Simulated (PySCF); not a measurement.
Removing an electron from `FC(F)=C(F)[SiH](P)P`

C₂H₅F₃P₂Si.
Cartesian coordinates in Å at the PBE0-D3(BJ)/def2-SVP level; atoms count from 1:
```
atom  x, y, z in Å
F1    -1.4545   -1.4706   -2.1316
C2    -1.8228   -1.4133   -0.8768
F3    -2.8795   -2.1426   -0.6483
C4    -1.1756   -0.6905    0.0440
F5    -1.6539   -0.7282    1.3017
Si6    0.3343    0.3891   -0.2430
P7     2.0578   -0.5424    0.8917
P8    -0.2135    2.4266    0.5743
H9     0.5533    0.4804   -1.7152
H10    3.0066    0.3830    0.3550
H11    2.3140   -1.5283   -0.1121
H12    1.1456    2.8688    0.6281
H13   -0.2063    1.9514    1.9222
```

Level: CAM-B3LYP/def2-SVPD (PySCF). Frontier orbitals with their largest atomic shares (Löwdin; up to four atoms above 4 %):

```
orbital  ε (eV)                           main atoms
 HOMO−3  -10.91   P8 35 %, Si6 21 %, H13 9 %, C4 9 %
 HOMO−2   -9.34  P7 47 %, P8 20 %, Si6 12 %, H11 8 %
 HOMO−1   -9.28   P8 22 %, C4 21 %, C2 16 %, F5 10 %
   HOMO   -8.61                                    ?
   LUMO    0.42  C2 19 %, Si6 16 %, P7 14 %, C4 14 %
 LUMO+1    0.49  Si6 18 %, P7 15 %, P8 14 %, C2 12 %
 LUMO+2    0.86  P8 24 %, Si6 22 %, P7 17 %, H11 8 %
```

**Question.** What vertical ionisation energy does ΔSCF give, and how far is −ε(HOMO) from it?

**Answer.** ΔSCF: 9.30 eV (897 kJ/mol; threshold wavelength 133 nm); ⟨S²⟩ of the doublet left behind is 0.770, against 0.75 for a pure doublet. −ε(HOMO) is 8.61 eV, 0.69 eV below it. In exact Kohn–Sham theory the two would be equal; CAM-B3LYP (range-separated hybrid) falls short of its own ΔSCF value by 7 %. Holes in the HOMO−1 and HOMO−2 were tried too where these lie within 1.2 eV of the HOMO; the lowest converged state counts.

**Question.** On which atoms does the HOMO lie?

**Answer.** P8 (three-coordinate phosphorus) 24 %, P7 (three-coordinate phosphorus) 23 %, Si6 (SiH silicon) 11 %, C4 (vinylic C–F carbon) 11 %, so no atom holds as much as 40 %. The HOMO−1 lies 0.67 eV lower.

**Question.** Shift the occupied levels rigidly so that −ε(HOMO) equals the ΔSCF value. What binding energies result?

**Answer.** The shift is +0.69 eV: HOMO 9.30, HOMO−1 9.97, HOMO−2 10.03, HOMO−3 11.60 eV. A rigid shift is only a rough guide to the deeper ionisations.

**Question.** With α = 110.4 au, estimate the like-pair dispersion coefficient by London's formula C6 = (3/4)α²I.

**Answer.** I = 0.3418 Eh, so C6 ≈ 3120 au, a rough estimate.

One conformer (not necessarily the lowest) at the PBE0-D3(BJ)/def2-SVP geometry, without solvent, vibrations or thermal averaging.
